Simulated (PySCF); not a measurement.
**Lu(OH)3 relaxed at several levels**

Computed with PySCF 2.14.0, def2-SVP on the ligands, density fitting, scalar-relativistic core potentials, no spin-orbit coupling, vacuum. Each row is relaxed at its own level from the same template. Distances are means of the shortest metal–ligand contacts, charges and spins Mulliken's; removal energies are rigid, with the ligand's formal charge and no counterpoise, so too large; for an anion taken off a cation in vacuum most of it is the attraction of opposite charges, and multiply charged cations can part far more cheaply with an electron moved from ligand to metal. lcecp potentials hold a fixed number of 4f electrons in the core, out of states, spins and gaps.

```json
{"level": "r2SCAN", "basis on the metal": "lcecp-1-SVP with ECP60", "point group": "D3h", "M–OH (Å)": "2.003", "charge on M (e)": "0.99", "dipole (D)": "0.02", "removal of one OH (eV)": "11.63", "strongest infrared band, degenerate modes summed (cm⁻¹)": "–", "unstable modes (below −25 cm⁻¹)": "not given"}
```

Q: What does the calculation give for PBE0, lcecp-1-SVP with ECP60?

A: point group: D3h, M–OH (Å): 1.997, charge on M (e): 1.01, dipole (D): 0.02, removal of one OH (eV): 11.61, strongest infrared band, degenerate modes summed (cm⁻¹): 363, unstable modes (below −25 cm⁻¹): 0.
```xyz
7

Lu    0.0000    0.0000    0.1375
O     1.9972    0.0000    0.1435
H     2.9512    0.0000    0.1497
O    -0.9986    1.7296    0.1435
H    -1.4756    2.5559    0.1497
O    -0.9986   -1.7296    0.1435
H    -1.4756   -2.5559    0.1497
```

One start shape was tried for each, so a minimum needn't be the lowest isomer.
